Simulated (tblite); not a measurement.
Species: C₆H₈F₃OP.
Geometry (GFN2-xTB, Å), atoms numbered from 1 in this order:
```xyz
19
C6H8F3OP angstrom
C      2.2397   -1.6421    0.2109
C      1.4302   -0.6006    0.0497
C      1.7894    0.6177   -0.7396
P     -0.2214   -0.7481    0.8276
C     -1.3077   -0.6318   -0.7109
C     -2.7026   -0.1466   -0.4738
O     -0.8795   -1.0312   -1.7574
C     -0.4621    1.0509    1.3897
F     -0.5785    1.9704    0.4142
F      0.5631    1.4385    2.1578
F     -1.5745    1.1617    2.1324
H      1.9498   -2.5003    0.7949
H      3.2183   -1.6732   -0.2399
H      1.8894    1.4859   -0.0881
H      1.0253    0.8368   -1.4845
H      2.7380    0.4603   -1.2474
H     -3.0721   -0.5166    0.4815
H     -2.7034    0.9428   -0.4378
H     -3.3512   -0.4651   -1.2870
```

Method: GFN2-xTB as coded in tblite; computed harmonic values from a numerical Hessian at the method's own geometry, unscaled. Against measured fundamentals such values can be off by several per cent, at times by over 20. One conformer, not necessarily the lowest.

Harmonic wavenumbers (cm⁻¹): 41.9, 45.2, 71.7, 103.9, 114.9, 135.7, 144.3, 194.0, 232.8, 237.3, 274.4, 305.0, 384.9, 392.7, 404.2, 458.8, 471.7, 491.3, 526.4, 608.0, 654.2, 665.1, 689.4, 908.5, 943.1, 953.0, 982.5, 1009.1, 1030.5, 1034.2, 1051.7, 1070.7, 1097.3, 1186.9, 1360.9, 1389.8, 1403.8, 1431.0, 1440.9, 1467.9, 1475.9, 1667.7, 1757.1, 3006.5, 3008.3, 3018.3, 3020.3, 3039.8, 3040.8, 3090.8, 3118.9.

A = 1127, B = 967.2, C = 683.0 MHz; mass 184.026 u (most abundant isotopes); point group C1, symmetry number 1.

Problem. Zero-point energy?

Solution. Half the sum of the wavenumbers: 28327 cm⁻¹ = 338.87 kJ/mol.

Problem. Give the ideal-gas entropy at 200 K and 1 bar in the rigid-rotor, harmonic-oscillator model (classical rotation).

Solution. Translation 165.60, rotation 122.41, vibration 124.20: S = 412.2 J/(mol K).

Problem. And Cp and H(200 K) − H(0)?

Solution. Cp = 157.74 J/(mol K), of which vibrations give 124.49 (their classical limit is 51 R = 424.0); H(200 K) − H(0) = 19.89 kJ/mol without the zero-point energy, 13.24 from vibrations.

Problem. Which modes carry the vibrational entropy at 200 K?

Solution. 41.9 cm⁻¹: 18.32; 45.2 cm⁻¹: 17.69; 71.7 cm⁻¹: 13.91; 103.9 cm⁻¹: 10.93; 114.9 cm⁻¹: 10.13; 135.7 cm⁻¹: 8.84 J/(mol K); the other 45 give 44.39 together.

Problem. How do the functions run with temperature in this model?

Solution. 
```json
{"T (K)": "150", "S (J/(mol K))": "370.6", "Cp (J/(mol K))": "132.2", "H − H(0) (kJ/mol)": "12.63", "G − H(0) (kJ/mol)": "-42.96", "ln q(vib)": "4.96"}
{"T (K)": "250", "S (J/(mol K))": "450.0", "Cp (J/(mol K))": "181.2", "H − H(0) (kJ/mol)": "28.37", "G − H(0) (kJ/mol)": "-84.12", "ln q(vib)": "8.94"}
{"T (K)": "298.15", "S (J/(mol K))": "483.7", "Cp (J/(mol K))": "202.2", "H − H(0) (kJ/mol)": "37.61", "G − H(0) (kJ/mol)": "-106.60", "ln q(vib)": "10.77"}
{"T (K)": "400", "S (J/(mol K))": "548.8", "Cp (J/(mol K))": "241.8", "H − H(0) (kJ/mol)": "60.29", "G − H(0) (kJ/mol)": "-159.25", "ln q(vib)": "14.47"}
{"T (K)": "600", "S (J/(mol K))": "658.6", "Cp (J/(mol K))": "299.3", "H − H(0) (kJ/mol)": "114.81", "G − H(0) (kJ/mol)": "-280.34", "ln q(vib)": "21.16"}
{"T (K)": "900", "S (J/(mol K))": "790.8", "Cp (J/(mol K))": "351.9", "H − H(0) (kJ/mol)": "213.20", "G − H(0) (kJ/mol)": "-498.56", "ln q(vib)": "29.97"}
```

q(vib) and H(0) count from the zero-point level.

Problem. What must be added to the electronic energy to get the Gibbs energy at 200 K and 1 bar?

Solution. ZPE + [H(200 K) − H(0)] − T·S = 338.87 + 19.89 − 82.44 = 276.32 kJ/mol.

Hindered rotation and anharmonicity are outside this model. Other conformers, if any are populated, would add a mixing term that is left out. The structure is chiral; the term R ln 2 for an equal mix with its mirror image is left out.

Hardware: Arm Neoverse N1, one thread, no GPU, shared host. The figure is for the frequency step alone.
